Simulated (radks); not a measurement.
Results of a calculation; reference values are marked as such.
All-electron atom: F0.25+ in [He] 2s2 2p(up 2.75, down 2) (fractional occupations, a model configuration).

Code: a radial shooting solver on a logarithmic mesh with Libxc functionals. Model: scalar-relativistic Kohn-Sham, BLYP, spin-polarised, spherical densities, point nucleus.

Energy parts (hartree):
| part | energy |
|---|---|
| total | -99.72579 |
| kinetic | 99.66842 |
| electron-nucleus | -237.50872 |
| Hartree | 48.31974 |
| exchange-correlation | -10.20523 |

Orbitals (lengths in bohr, moments of r in powers of bohr; r(90%) holds 90 % of the orbital's charge):
orbital	occ.	eigenvalue (hartree)	r(90%)
1s up	1	-24.58824	0.316
1s down	1	-24.56798	0.316
2s up	1	-1.26504	1.59
2s down	1	-1.21606	1.61
2p up	2.75	-0.57516	1.85
2p down	2	-0.52795	1.91

The highest occupied level is 2p down at -14.366 eV. Spin moment in Bohr magnetons: 0.75. Summed over all electrons, <r^2> = 9.714 bohr^2, which gives a Langevin (diamagnetic) susceptibility term of -7.69 x 10^-6 cm^3/mol.
